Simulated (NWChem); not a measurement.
# CH3Si cation, singlet

```xyz
5

C      0.0000     0.0000     1.0733
Si     0.0000     0.0000    -0.7501
H     -0.5142    -0.9068     1.4822
H     -0.5282     0.8987     1.4822
H      1.0424     0.0081     1.4822
```
Atoms are numbered in this order, from 1.

Low-valent species are run as closed-shell singlets; no triplet was tried in these runs. All runs use the structure optimised with PBE-D3(BJ)/def2-SVP.

Question: List the 6 lowest vertical singlet excitations from B3LYP/def2-SVPD, full TDDFT (NWChem).

Answer: 
| state | energy (eV) | oscillator strength | leading excitation (squared amplitude) |
|---|---|---|---|
| S1 | 3.59 | 0.021 | HOMO → LUMO+1 (0.83) |
| S2 | 3.59 | 0.021 | HOMO → LUMO (0.83) |
| S3 | 6.60 | 0.000 | HOMO−1 → LUMO (0.45) |
| S4 | 6.72 | 0.001 | HOMO−2 → LUMO (0.29) |
| S5 | 6.72 | 0.001 | HOMO−2 → LUMO+1 (0.29) |
| S6 | 7.50 | 0.075 | HOMO−2 → LUMO (0.41) |
